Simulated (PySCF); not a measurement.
GaH₂ + GaF₂ → 2 GaHF

Level: PBE0 in the def2-TZVP basis family, all electrons, no relativity, computed in PySCF with density fitting; open shells unrestricted.

| species | state and structure | E (Eh) | ZPE (kJ/mol) | H(298 K) − H(0) (kJ/mol) | S° (J/(mol K)) |
| --- | --- | --- | --- | --- | --- |
| GaH₂ | doublet, C2v, Ga–H 1.593 Å (×2); H–Ga–H 120.5° | -1925.73003 | 26.4 | 10.2 | 224.9 |
| GaF₂ | doublet, C2v, Ga–F 1.756 Å (×2); F–Ga–F 116.7° | -2124.23652 | 9.0 | 12.2 | 279.0 |
| GaHF | doublet, Cs, Ga–F 1.767 Å, Ga–H 1.610 Å; F–Ga–H 114.1° | -2024.98784 | 17.3 | 10.8 | 258.6 |

Task: What is the electronic reaction energy?

Result: At PBE0/def2-TZVP, ΔE = -24.0 kJ/mol from the differences of the total energies times 2625.5, downhill. The bond energies do not simply add up: the mixed species is favoured.

Task: Add zero-point, thermal and entropy terms for 298.15 K and 1 bar.

Result: ΔZPE = -0.8 and Δ[H(298) − H(0)] = -0.8 kJ/mol give ΔH° = -25.6 kJ/mol. ΔS° = 13.3 J/(mol K), so ΔG° = -25.6 − 298.15 × (0.0133) = -30 kJ/mol and log₁₀K = 5.2.

The structures come from searches over a few start shapes, so lower isomers are not excluded.
